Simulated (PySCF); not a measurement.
Several orderings of computed values.

Each SMILES stands for a single optimised conformer of the isolated species, non-relativistic unless stated; the electronic structure was computed with PySCF and density fitting.

The conformers computed, where there is a choice (atom-mapped SMILES and torsion angles):
- `[CH:1]#[C:2][Si@H:3]([C:4]#[N:5])[SiH2:6][CH:7]([Cl:8])[Cl:9]`: C2–Si3–Si6–C7 -126°, Si3–Si6–C7–Cl8 58°
- `[CH3:1][C:2]([CH3:3])([CH2:4][F:5])[C:6](=[O:7])[Cl:8]`: C1–C2–C4–F5 61°, C1–C2–C6–O7 119°

Question: Rank by dipole moment, highest first (CAM-B3LYP/def2-SVPD at GFN2-xTB geometries).
A. `[H]/P=C/F`
B. `Fc1pccs1`
C. `Fc1cpcs1`
D. `C#C[Si@H](C#N)[SiH2]C(Cl)Cl`

Answer: D (4.04 D), B (2.33 D), A (1.68 D), C (0.70 D).

Question: Give the two extremes of that set in atomic units.

Answer: `Fc1cpcs1`: 0.28 au; `C#C[Si@H](C#N)[SiH2]C(Cl)Cl`: 1.59 au.

Question: Rank by HOMO energy, lowest first (CAM-B3LYP/def2-SVPD at GFN2-xTB geometries).
A. `[H]/P=C/F`
B. `C(CF)(C)(C(Cl)=O)C`
C. `Fc1pccs1`
D. `C[O+](C)C`
E. `C#C[Si@H](C#N)[SiH2]C(Cl)Cl`

Answer: D (-16.96 eV), B (-10.06 eV), E (-9.87 eV), A (-8.89 eV), C (-8.19 eV).

Question: Rank by lowest singlet excitation, lowest first (TDDFT CAM-B3LYP/def2-SVPD at GFN2-xTB geometries).
A. `CC(C)(CF)C(=O)Cl`
B. `FC1=PC=CS1`
C. `[H]/P=C/F`
D. `C#C[Si@H](C#N)[SiH2]C(Cl)Cl`
E. `C[O+](C)C`

Answer: B (4.93 eV), A (5.09 eV), C (5.22 eV), D (5.89 eV), E (9.48 eV).

Question: Give the two extremes of that set as wavelengths.

Answer: `Fc1pccs1`: 252 nm; `C[O+](C)C`: 131 nm.

Question: Rank by HOMO–LUMO gap, highest first (CAM-B3LYP/def2-SVPD at GFN2-xTB geometries).
A. `C#C[Si@H](C#N)[SiH2]C(Cl)Cl`
B. `[H]/P=C/F`
C. `C[O+](C)C`
D. `FC1=PC=CS1`
E. `CC(C)(CF)C(=O)Cl`

Answer: C (13.43 eV), E (9.93 eV), A (9.38 eV), B (8.23 eV), D (7.73 eV).

Question: Give the two extremes of that set in kcal/mol.

Answer: `Fc1pccs1`: 178 kcal/mol; `C[O+](C)C`: 310 kcal/mol.

Question: Rank by lowest triplet excitation (Tamm–Dancoff), highest first (TDA CAM-B3LYP/def2-SVPD at GFN2-xTB geometries).
A. `Fc1pccs1`
B. `[H]/P=C/F`
C. `C([Si@@H]([SiH2]C(Cl)Cl)C#N)#C`
D. `CC(C)(CF)C(=O)Cl`
E. `C[O+](C)C`

Answer: E (8.86 eV), C (4.97 eV), D (4.57 eV), A (2.94 eV), B (2.74 eV).

Question: By how much do the two ends of that ranking differ?

Answer: By 6.12 eV, between `C[O+](C)C` and `[H]/P=C/F`.

Question: Rank by static isotropic polarisability, highest first (CAM-B3LYP/def2-SVPD at GFN2-xTB geometries).
A. `C(=P\[H])/F`
B. `C#C[Si@H](C#N)[SiH2]C(Cl)Cl`
C. `CC(C)(CF)C(=O)Cl`
D. `FC1=PC=CS1`
E. `C[O+](C)C`

Answer: B (127.4 au), C (76.4 au), D (74.5 au), A (40.0 au), E (38.3 au).
